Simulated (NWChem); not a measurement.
Molecule: C₃H₄F₂; SMILES FC1(F)CC1

```xyz
9

F      0.0000    -1.0949     0.9480
C      0.0000     0.0000     0.1775
F      0.0000     1.0949     0.9480
C     -0.7671     0.0000    -1.0810
C      0.7671     0.0000    -1.0810
H     -1.2748     0.9258    -1.3626
H     -1.2748    -0.9258    -1.3626
H      1.2748     0.9258    -1.3626
H      1.2748    -0.9258    -1.3626
```
Atoms are numbered in this order, from 1.

Geometry: optimised at PBE0/def2-SVP.

**Question.** Give the principal values of the shielding tensors (ppm) of F1, C2, C4 from B3LYP/6-31G* (spherical d), GIAO (NWChem), with their diamagnetic and paramagnetic parts as GIAO splits them.

**Answer.** 
```tsv
atom	σ11	σ22	σ33	isotropic	diamagnetic	paramagnetic
F1	225.6	353.3	441.8	340.2	475.3	-135.0
C2	62.6	70.8	123.4	85.6	240.2	-154.6
C4	155.9	173.4	206.1	178.4	252.8	-74.3
```
